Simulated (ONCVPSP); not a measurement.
## barium (Ba): excitation energies, all-electron against ONCV

```json
{"Element": "Ba", "Generator": "ONCVPSP 4.0.1", "Type": "optimised norm-conserving Vanderbilt (ONCV)", "Functional": "PBE", "Relativity": "fully relativistic", "Frozen core": "[Kr] 4d10", "Valence charge": "10", "Reference configuration": "5s2 5p6 6s1.75 6p0.25", "Partial waves": "5s+6s: rc 2.55 bohr, ncon 4, nbas 7, qcut 3.9 1/bohr, 2 projectors; 5p+6p: rc 2.70 bohr, ncon 3, nbas 8, qcut 4.1 1/bohr, 2 projectors; d scattering state at 0.35 Ha: rc 2.05 bohr, ncon 4, nbas 9, qcut 5.4 1/bohr, 2 projectors, debl 1.6 Ha", "Local potential": "polynomial inside 1.90 bohr (lpopt 5, dvloc0 2 Ha)", "Core correction": "Teter function, fcfact 2.75, rcfact 1.15"}
```

Open shells are filled in proportion to 2j + 1.

In the d channel the program set the typed energies aside and used 0.050, 1.650 Ha (j = l + 1/2; the other j can differ).

Energies are relative to the spin-unpolarised reference configuration 5s2 5p6 6s1.75 6p0.25; without spin polarisation the order of configurations can differ from experiment.

Give the all-electron excitation energy and the error of the potential for: 5s2 5p6 6s2 6p0; 5s2 5p6 6s1 6p0; 5s2 5p6 6s0 6p0; 5s2 5p6 5d0.5 6s1.5 6p0.

| valence configuration | charge | ΔE all-electron (eV) | error AE − PS (meV) |
| --- | --- | --- | --- |
| 5s2 5p6 6s2 6p0 | 0 | -0.498 | 0.0 |
| 5s2 5p6 6s1 6p0 | +1 | 4.863 | 0.0 |
| 5s2 5p6 6s0 6p0 | +2 | 14.842 | -0.5 |
| 5s2 5p6 5d0.5 6s1.5 6p0 | 0 | 0.141 | -0.8 |

Levels in the configuration 5s2 5p6 6s2 6p0:

```tsv
level	all-electron (eV)	pseudo (eV)
5s j=1/2	-33.632	-33.631
5p j=3/2	-18.094	-18.094
5p j=1/2	-20.165	-20.165
6s j=1/2	-3.229	-3.229
```

Note: no bound ghost flagged; GHOST(+) flagged for s at 96.8 eV.
